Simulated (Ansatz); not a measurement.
Reaction (formal hydrolysis of a B–Si bond): `SB[SiH2][SeH]` + H₂O → `OBS` + `[SiH3][SeH]`

Isolated molecules relaxed with PBE0-D4/def2-TZVP in Ansatz; ΔE leaves out vibrations. CCSD(T)/CBS is the MP2 limit (def2-TZVPP, def2-QZVPP) plus CCSD(T) − MP2 in def2-TZVPP, frozen cores. This one scheme is used for every species. DFT in def2-TZVPP. For Se outer-core shells are correlated without core-valence functions, which leaves a few kJ/mol of doubt a bond. Scalar relativity is left out up to krypton. One conformer a species, not always the lowest.

`SB[SiH2][SeH]`:

```xyz
9

S     1.921   -0.459   -0.598
B     0.417    0.385   -0.948
Si   -1.005    0.421    0.469
Se   -0.440   -0.746    2.357
H     2.564   -0.264   -1.766
H     0.261    0.913   -2.007
H    -2.299   -0.067   -0.086
H    -1.215    1.809    0.963
H    -0.204   -1.993    1.617
```

H₂O:

```xyz
3

O     0.249    0.254    0.158
H     0.399   -0.317   -0.599
H    -0.648    0.063    0.441
```

`OBS`:

Z-matrix (Å, degrees):
```
B
S 1 1.813
O 1 1.351 2 121.4
H 1 1.193 2 120.6 3 -180.0
H 2 1.340 1 96.0 3 180.0
H 3 0.961 1 115.3 2 0.0
```

`[SiH3][SeH]`:

```xyz
6

Si    0.105   -0.139    0.549
Se   -0.466   -0.500   -1.628
H     1.488    0.386    0.668
H     0.013   -1.471    1.192
H    -0.831    0.808    1.205
H    -0.309    0.916   -1.986
```

CCSD(T)/CBS gives -120.4 kJ/mol.

Question: Another level gave -121.9 kJ/mol. Which?
A. r2SCAN0-D4/def2-TZVPP
B. HF/def2-TZVPP
C. B2PLYP/def2-TZVPP
D. PBE/def2-TZVPP

Answer: D. PBE -121.9, r2SCAN0-D4 -128.4, B2PLYP -135.2, HF/def2-TZVPP -153.9 kJ/mol.

Largest T1 diagnostic among the species: 0.013.

From BLYP to BHLYP (50 % exact exchange), in def2-TZVPP and without D4, ΔE moves by −6.2 kJ/mol. At CCSD(T), def2-SVP lies −27.3 kJ/mol from the extrapolated value and def2-TZVPP −5.2 kJ/mol. In def2-TZVPP, CCSD(T) changes the Hartree–Fock value by +28.4 kJ/mol (the triples alone add +3.7 kJ/mol) and MP2 by +26.6 kJ/mol.
